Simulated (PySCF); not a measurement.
MgCl, SMILES [Mg][Cl], multiplicity 2.

The structure is a stationary point at PBE-D3(BJ)/def2-TZVPD. The multiplicity is an assumed one; other spin states were not compared.

Method: PBE-D3(BJ)/def2-TZVPD run with PySCF.

Frequencies are harmonic and unscaled.

Computed harmonic wavenumbers and intensities:
| mode | ν (cm⁻¹) | IR (km/mol) | moving atoms (share of kinetic energy) |
|---|---|---|---|
| 1 | 437 | 64.5 | Mg 59 %, Cl 41 % |
